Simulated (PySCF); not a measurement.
# Fluorine: a sound run and one with changed settings

Sound run: F⁺ [He] 2s2 2p4, F²⁺ [He] 2s2 2p3. Computed with PySCF 2.14 in x2c-TZVPall (5s3p2d1f, 31 functions), with scalar relativity by spin-free X2C-1e. The sound run starts from symmetry-adapted Hartree-Fock orbitals and uses a fine grid where one is needed.

Changed run: 26 angular points. This setting is unsound on purpose.

```csv
species,method,sound run (hartree),changed run (hartree),converged
F⁺,UHF,-98.92406,-98.92406,yes
F⁺,M06-2X,-99.18189,-99.18381,yes
F⁺,PBE,-99.11116,-99.11019,yes
F²⁺,UHF,-97.69681,-97.69681,yes
F²⁺,M06-2X,-97.89647,-97.89647,yes
F²⁺,PBE,-97.80995,-97.80995,yes
```

Ionisation energy of F⁺:

```
method  sound run (eV)  changed run (eV)
   UHF          33.395            33.395
M06-2X          34.978            35.030
   PBE          35.408            35.381
```

A coarse angular grid integrates products of high-l functions wrongly, so density functionals can shift, and the SCF can exploit the error; Hartree-Fock and MP2 need no grid.

For comparison, NIST gives 34.971 eV between the lowest levels.
